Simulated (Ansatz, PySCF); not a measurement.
Dimer: CH6Si (SMILES C[SiH3]) (first 8 atoms) with H2Se (SMILES [SeH2]); geometry from B3LYP-D3(BJ)/def2-TZVP.
(charge 0, multiplicity 1):
```xyz
11

C      0.57270     1.01716    -0.10419
Si    -0.09875    -0.69084     0.26970
H      0.46280     1.66526     0.76649
H      0.03744     1.47086    -0.94034
H      1.63130     0.96993    -0.36621
H      0.62640    -1.30666     1.40878
H      0.04292    -1.58702    -0.90430
H     -1.53744    -0.62673     0.62851
Se    -0.76412     1.25211     3.82345
H      0.05991     0.03883     3.72301
H     -1.83485     0.62331     3.03647
```

Interaction energies are E(AB) − E(A) − E(B) at the monomers' geometry in the complex; basis-set methods are counterpoise corrected.

Rows in 6-31G* carry no dispersion term and start afresh at each structure (6-31G* with six Cartesian d functions); the Pople sets are all-electron and without relativity.

Codes used: Ansatz (Gaussian basis) for Hartree–Fock, density functionals and correlated methods; PySCF for 6-31G* rows, the dispersion terms. 

Q: One of these levels gives -1.69 kcal/mol for the interaction energy. Which one is it?
A. revPBE/def2-TZVPPD
B. SVWN5/def2-TZVPPD
C. B3LYP/6-31G*
D. revPBE-D4/def2-TZVPPD

A: D, revPBE-D4/def2-TZVPPD. The others give -2.96 (SVWN5/def2-TZVPPD), 0.84 (revPBE/def2-TZVPPD), 0.44 (B3LYP/6-31G*)

Ansatz is a first-principles code.
